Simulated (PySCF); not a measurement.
SiFI3, SMILES F[Si](I)(I)I. The structure is a stationary point at B3LYP-D3(BJ)/def2-SVP. The def2 effective core potentials stand for the cores of I; spin–orbit coupling is left out.

Computed equilibrium geometry at B3LYP-D3(BJ)/def2-SVP (PySCF confirms it by a frequency run) as a Z-matrix, and its point group:
point group C3v.
```
Si
F 1 1.6177
I 1 2.4435 2 107.45
I 1 2.4435 2 107.45 3 -120.00
I 1 2.4435 2 107.45 3 120.00
```
Charge 0, spin multiplicity 1.
